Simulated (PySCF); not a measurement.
Electron correlation in N (nitrogen, neutral)

[He] 2s2 2p3, high-spin 4S determinant. Calculation: PySCF 2.14, in dyall-av2z (11s7p2d, 42 functions); no relativity, point nucleus. Frozen: 1s2; 5 electrons correlated; the 8 highest virtual orbitals of each spin left out.

```csv
level,correlation energy (mhartree)
CCSD,-101.54
(T),-1.61
CCSD(T),-103.15
CCSDT,-103.43
```

Diagnostics: T1 = 0.0077, D1 = 0.0117, largest double amplitude 0.028.

Cost of the coupled-cluster step: about 0.7 core-seconds, for 5 correlated electrons.
